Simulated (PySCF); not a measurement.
Working out the ionisation energy of Pd²⁺

Pd²⁺ [Kr] 4d8 (3F) → Pd³⁺ [Kr] 4d7 (4F). Computed with PySCF 2.14 in aug-cc-pVDZ-PP with ECP28MDF (5s5p4d2f, 54 functions), with scalar relativity through the core potential. Frozen: 4s2 4p6. Energies in hartree (1 hartree = 27.21139 eV):

```tsv
part	Pd²⁺ (lower)	Pd³⁺ (upper)
UHF	-125.737956	-124.594165
MP2 opposite-spin	-0.102643	-0.063951
MP2 same-spin	-0.062427	-0.050269
```

Q: What does Hartree-Fock give?

A: (-124.594165) − (-125.737956) = 1.143791 hartree = 31.124 eV.

Q: What do MP2 and SCS-MP2 (6/5 opposite-spin, 1/3 same-spin) give?

A: The opposite-spin parts differ by 1.053 eV and the same-spin parts by 0.331 eV. MP2: 31.124 + (1.053) + (0.331) = 32.508 eV. SCS-MP2: 31.124 + 1.2 × (1.053) + (0.331)/3 = 32.498 eV.

Reference: 32.93 eV (semi-empirical (NIST evaluation); NIST Atomic Spectra Database, ionization energies), between the lowest levels; spin-orbit coupling is absent from the calculation.

A double-zeta basis recovers only part of the correlation energy.

What remains against the reference includes basis incompleteness, the frozen core and correlation beyond second order.
